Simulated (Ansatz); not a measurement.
## Redistribution: SiH2(SiH3)Br + C4H11NSi → SiH2(NH2)(SiH3) + C4H9BrSi

Species: SiH2(SiH3)Br, singlet; C4H11NSi `C=C[SiH](N)CC`, singlet; SiH2(NH2)(SiH3), singlet; C4H9BrSi `C=C[SiH](Br)CC`, singlet. The partners trade Br for NH2; both sit on Si, so the bond types are kept.

Shapes, held fixed at every level: PBE0-D4/def2-TZVP. Flexible molecules stand in one conformer, not always the lowest. Programs: Ansatz 0.2.0. Electronic energies: no zero-point or thermal term.

Q: Estimate ΔE of this reaction.

A: MP2/def2-TZVPP gives ΔE = -2.4 kJ/mol; the levels span -2.4 to +2.4. That is about zero within the method's error. They disagree on the sign: 2 of 8 are positive. The median of the levels is -0.4. No measured value is set beside it here. Relativity is left out for Br. Outer-core shells of Br are correlated in most correlated rows, in sets that cover them unevenly.

```tsv
level	kind	ΔE (kJ/mol)
HF/def2-SVP	Hartree–Fock	+2.4
SPW92/def2-TZVPP	LDA	-0.5
PBE-D4/def2-TZVPP	GGA	-0.7
r2SCAN-D4/def2-TZVPP	meta-GGA	0.0
PBE0-D4/def2-TZVPP	global hybrid	-0.3
r2SCAN0-D4/def2-TZVPP	global hybrid	+0.3
MP2/def2-SVP	perturbation theory	-1.4
MP2/def2-TZVPP	perturbation theory	-2.4
```
